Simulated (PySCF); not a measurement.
**One change at a time: excitation energies**

Method used: PySCF, TDDFT PBE0/def2-SVPD, vertical, gas phase, core orbitals frozen in the response. Geometries: GFN2-xTB; one conformer of each isolated species. Triplets are in the Tamm–Dancoff approximation. 'Strongest' means the level of largest summed f among the lowest 8 singlets; it needn't be the same kind of state in each.

Parent: 1,2,3-triazine (`c1cnnnc1`), with lowest singlet excitation energy 3.41 eV, HOMO energy -7.12 eV, HOMO–LUMO gap 5.15 eV, oscillator strength of the strongest level 0.03. Its spectrum: 3.41 eV (f 0.004); 3.63 eV (f 0.000); 4.10 eV (f 0.000); 4.31 eV (f 0.005); 6.16 eV (f 0.001).

Shifts from the parent:

```tsv
change	SMILES	Δ S1 (eV)	Δ HOMO (eV)	Δ gap (eV)	Δ f (strongest)
H replaced by vinyl	C=Cc1ccnnn1	-0.23	+0.18	-0.49	+0.31
H replaced by Cl	Clc1ccnnn1	-0.01	-0.32	-0.02	+0.11
```

Problem. Predict the same shifts for this change: H replaced by C2H5 (`CCc1ccnnn1`).

Solution. Δ lowest singlet excitation energy 0.00 eV, Δ HOMO energy +0.21 eV, Δ HOMO–LUMO gap -0.01 eV, Δ oscillator strength of the strongest level +0.03. Spectrum: 364 nm (f 0.004); 332 nm (f 0.000); 300 nm (f 0.000); 279 nm (f 0.005); 207 nm (f 0.006). S1 falls most with H replaced by vinyl (-0.23 eV), and none raises it by more than 0.03 eV. S1 is simply the lowest singlet of each species and needn't be the same kind of state throughout.

Lowest levels of each derivative:
- `C=Cc1ccnnn1`: 3.18 eV (f 0.000); 3.43 eV (f 0.004); 3.98 eV (f 0.003)
- `CCc1ccnnn1`: 3.41 eV (f 0.004); 3.74 eV (f 0.000); 4.13 eV (f 0.000)
- `Clc1ccnnn1`: 3.40 eV (f 0.004); 3.69 eV (f 0.000); 4.23 eV (f 0.000)
